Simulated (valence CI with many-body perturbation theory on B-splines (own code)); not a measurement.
## Sm XLVIII: electric-dipole lines

Calculated by configuration interaction combined with many-body perturbation theory (CI+MBPT): five valence electrons over a frozen Dirac-Fock core [Ne], radial functions for each j: 11 s, 11 p, 10 d, 8 f, 5 g, 2 h, with the one-electron correlation potential Σ1, the two-electron term Σ2, the three-electron term Σ3, Breit, model QED; selected CI, second order for the rest, scaled by the run's own slope (own B-spline code, finite nucleus).

No measured spectrum was set against this ion. As an estimate, large intervals hold to a few tenths of a per cent, small ones and those within an open d or f shell to about a per cent. Among the levels kept, up to 3200 cm⁻¹ of a level comes from second order outside the variational space, and about a tenth of that is noise between levels of different J, which matters for small intervals.

Lines 201 to 250 of 555 in falling wavelength, among levels below 57.695 Ry, chosen from the strongest by gf and those to the six lowest levels. Wavelengths and rates use the calculated energies. Electric multipoles are in the length gauge, E1 and E2 with the static RPA response of the core. Weak lines are less certain than strong ones. Lines between different terms over intervals too small for the method are left out, as are lines whose strength nearly cancels. The highest levels of a list are the least certain.

Levels are named by their leading jj configuration (3d3/2^4 stands for four electrons in 3d with j = 3/2), which in mixed levels can hold well under half, so a name can repeat and another be missing. Letters in brackets count levels of one name in rising energy.

```
λ vac (nm)                               Upper                               Lower   A (s⁻¹)  log gf  Branch %
     5.009  (3s^2 3p1/2 3p3/2 3d5/2) J=5/2 [b]          (3s^2 3p1/2 3p3/2^2) J=3/2  3.48e+11   -0.10      83.5
     4.995  (3s 3p1/2 3p3/2^2 3d3/2) J=7/2 [a]  (3s^2 3p1/2 3p3/2 3d3/2) J=5/2 [b]  2.05e+10   -1.21       7.8
     4.991  (3s 3p1/2^2 3p3/2 3d3/2) J=3/2 [b]          (3s^2 3p1/2^2 3d5/2) J=5/2  4.43e+09   -2.18       2.3
     4.990  (3s 3p1/2^2 3d3/2 3d5/2) J=5/2 [b]  (3s 3p1/2^2 3p3/2 3d3/2) J=5/2 [a]  4.94e+10   -0.96      29.8
     4.987      (3s^2 3p3/2^2 3d5/2) J=5/2 [b]                (3s^2 3p3/2^3) J=3/2  4.89e+11    0.04      98.7
     4.984          (3s^2 3p3/2 3d5/2^2) J=1/2          (3s^2 3p3/2^2 3d5/2) J=1/2  2.97e+11   -0.65      41.4
     4.972  (3s^2 3p3/2 3d3/2 3d5/2) J=3/2 [b]          (3s^2 3p3/2^2 3d3/2) J=5/2  3.38e+10   -1.30       2.4
     4.970      (3s^2 3p3/2 3d5/2^2) J=7/2 [a]          (3s^2 3p3/2^2 3d3/2) J=5/2  2.61e+10   -1.11      12.2
     4.942  (3s^2 3p3/2 3d3/2 3d5/2) J=3/2 [c]          (3s^2 3p3/2^2 3d3/2) J=1/2  3.07e+11   -0.35      18.7
     4.942          (3s^2 3p3/2 3d5/2^2) J=1/2      (3s^2 3p3/2^2 3d3/2) J=3/2 [b]  8.38e+10   -1.21      11.7
     4.934  (3s 3p1/2 3p3/2^2 3d5/2) J=3/2 [d]            (3s 3p1/2 3p3/2^3) J=5/2  1.05e+11   -0.81       9.8
     4.929  (3s^2 3p3/2 3d3/2 3d5/2) J=3/2 [c]      (3s^2 3p3/2^2 3d3/2) J=3/2 [a]  7.96e+10   -0.94       4.8
     4.902          (3s^2 3p3/2 3d5/2^2) J=9/2          (3s^2 3p3/2^2 3d3/2) J=7/2  9.21e+10   -0.48      23.6
     4.900  (3s^2 3p1/2 3p3/2 3d5/2) J=3/2 [b]          (3s^2 3p1/2 3p3/2^2) J=3/2  2.28e+09   -2.48       1.3
     4.860  (3s^2 3p3/2 3d3/2 3d5/2) J=5/2 [d]      (3s^2 3p3/2^2 3d3/2) J=3/2 [a]  7.09e+10   -0.82       7.0
     4.852      (3s^2 3p1/2 3p3/2 3d5/2) J=1/2          (3s^2 3p1/2 3p3/2^2) J=3/2  6.57e+10   -1.33      25.5
     4.841  (3s^2 3p3/2 3d3/2 3d5/2) J=5/2 [d]          (3s^2 3p3/2^2 3d3/2) J=7/2  6.79e+10   -0.84       6.7
     4.830          (3s 3p1/2^2 3d5/2^2) J=1/2  (3s 3p1/2^2 3p3/2 3d5/2) J=3/2 [a]  7.67e+10   -1.27      25.8
     4.814  (3s 3p1/2 3p3/2^2 3d5/2) J=5/2 [f]        (3s 3p1/2 3p3/2^3) J=3/2 [a]  1.07e+11   -0.65      15.7
     4.812  (3s 3p1/2^2 3p3/2 3d5/2) J=5/2 [b]          (3s 3p1/2^2 3p3/2^2) J=5/2  3.08e+10   -1.19       7.5
     4.796  (3s 3p1/2 3p3/2^2 3d3/2) J=1/2 [c]  (3s^2 3p1/2 3p3/2 3d5/2) J=3/2 [b]  9.30e+10   -1.19       7.2
     4.792  (3s 3p1/2 3p3/2^2 3d5/2) J=9/2 [b]  (3s^2 3p1/2 3p3/2 3d5/2) J=7/2 [b]  9.88e+10   -0.47      42.7
     4.763  (3s 3p1/2 3p3/2^2 3d3/2) J=3/2 [a]  (3s^2 3p1/2 3p3/2 3d3/2) J=3/2 [a]  3.53e+10   -1.32      10.9
     4.760  (3s 3p1/2^2 3p3/2 3d3/2) J=5/2 [b]          (3s^2 3p1/2^2 3d5/2) J=5/2  3.60e+09   -2.13       1.0
     4.711  (3s 3p1/2 3p3/2^2 3d3/2) J=5/2 [b]  (3s^2 3p1/2 3p3/2 3d3/2) J=3/2 [b]  7.63e+10   -0.82       8.1
     4.667  (3s 3p1/2 3p3/2^2 3d5/2) J=7/2 [a]  (3s^2 3p1/2 3p3/2 3d5/2) J=5/2 [a]  1.96e+10   -1.29       4.4
     4.657        (3s 3p1/2 3p3/2^3) J=3/2 [a]          (3s^2 3p1/2 3p3/2^2) J=1/2  1.64e+10   -1.67       4.3
     4.651  (3s 3p1/2 3p3/2^2 3d5/2) J=9/2 [a]  (3s^2 3p1/2 3p3/2 3d5/2) J=7/2 [a]  1.21e+11   -0.41      92.3
     4.642      (3s^2 3p3/2 3d5/2^2) J=7/2 [b]          (3s^2 3p3/2^2 3d5/2) J=7/2  2.53e+11   -0.18      38.7
     4.630      (3s^2 3p3/2 3d5/2^2) J=5/2 [b]          (3s^2 3p3/2^2 3d5/2) J=7/2  1.03e+11   -0.70      23.1
     4.598  (3s 3p1/2 3p3/2^2 3d3/2) J=5/2 [a]  (3s^2 3p1/2 3p3/2 3d3/2) J=3/2 [a]  1.03e+11   -0.71      44.0
     4.590  (3s 3p1/2^2 3p3/2 3d3/2) J=5/2 [a]          (3s^2 3p1/2^2 3d3/2) J=3/2  9.50e+08   -2.74       4.2
     4.583  (3s 3p1/2 3p3/2^2 3d3/2) J=3/2 [d]  (3s^2 3p1/2 3p3/2 3d3/2) J=1/2 [b]  9.80e+10   -0.91       8.7
     4.578  (3s 3p1/2 3p3/2^2 3d3/2) J=7/2 [b]  (3s^2 3p1/2 3p3/2 3d3/2) J=5/2 [b]  9.01e+10   -0.64      12.0
     4.567  (3s 3p1/2 3p3/2^2 3d3/2) J=7/2 [a]      (3s^2 3p1/2 3p3/2 3d3/2) J=7/2  2.53e+10   -1.20       9.6
     4.566  (3s 3p1/2 3p3/2^2 3d3/2) J=5/2 [a]  (3s^2 3p1/2 3p3/2 3d3/2) J=5/2 [a]  7.06e+10   -0.88      30.2
     4.560  (3s 3p1/2^2 3p3/2 3d3/2) J=3/2 [a]          (3s^2 3p1/2^2 3d3/2) J=3/2  8.46e+09   -1.98      22.1
     4.555  (3s 3p1/2 3p3/2^2 3d3/2) J=1/2 [e]  (3s^2 3p1/2 3p3/2 3d5/2) J=3/2 [b]  1.78e+11   -0.96      17.1
     4.545  (3s 3p1/2 3p3/2^2 3d3/2) J=1/2 [a]  (3s^2 3p1/2 3p3/2 3d3/2) J=1/2 [a]  3.16e+11   -0.71      82.8
     4.539  (3s 3p1/2^2 3p3/2 3d3/2) J=1/2 [a]          (3s^2 3p1/2^2 3d3/2) J=3/2  9.43e+08   -3.23       4.5
     4.535     (3s 3p1/2 3p3/2^2 3d5/2) J=11/2      (3s^2 3p1/2 3p3/2 3d5/2) J=9/2  8.87e+10   -0.48      87.7
     4.501  (3s 3p1/2^2 3p3/2 3d5/2) J=5/2 [a]          (3s^2 3p1/2^2 3d5/2) J=5/2  6.72e+10   -0.91      45.1
     4.498          (3s 3p1/2^2 3p3/2^2) J=5/2          (3s^2 3p1/2^2 3p3/2) J=3/2  1.10e+11   -0.70      88.5
     4.488  (3s 3p1/2 3p3/2^2 3d3/2) J=3/2 [b]  (3s^2 3p1/2 3p3/2 3d3/2) J=1/2 [a]  7.57e+10   -1.04      12.0
     4.488  (3s 3p1/2 3p3/2^2 3d5/2) J=7/2 [a]  (3s^2 3p1/2 3p3/2 3d5/2) J=7/2 [a]  1.84e+11   -0.35      40.8
     4.483  (3s 3p1/2 3p3/2^2 3d3/2) J=3/2 [b]  (3s^2 3p1/2 3p3/2 3d3/2) J=3/2 [a]  1.29e+11   -0.81      20.4
     4.460  (3s 3p1/2 3p3/2^2 3d5/2) J=9/2 [b]      (3s^2 3p1/2 3p3/2 3d5/2) J=9/2  1.18e+11   -0.45      51.2
     4.454        (3s 3p1/2 3p3/2^3) J=3/2 [a]          (3s^2 3p1/2 3p3/2^2) J=5/2  2.03e+10   -1.62       5.3
     4.447  (3s 3p1/2 3p3/2^2 3d5/2) J=7/2 [a]  (3s^2 3p1/2 3p3/2 3d3/2) J=5/2 [b]  4.40e+10   -0.98       9.8
     4.438      (3s^2 3p3/2 3d5/2^2) J=7/2 [b]          (3s^2 3p3/2^2 3d3/2) J=7/2  6.26e+10   -0.83       9.6
```

(1) How does gf follow from A for the line at 4.900 nm?

## Answers

(1) gf = 1.4992 × (2J+1)_upper × A / σ², with σ = 2040816 cm⁻¹ and 2J+1 = 4: gf = 0.00329.
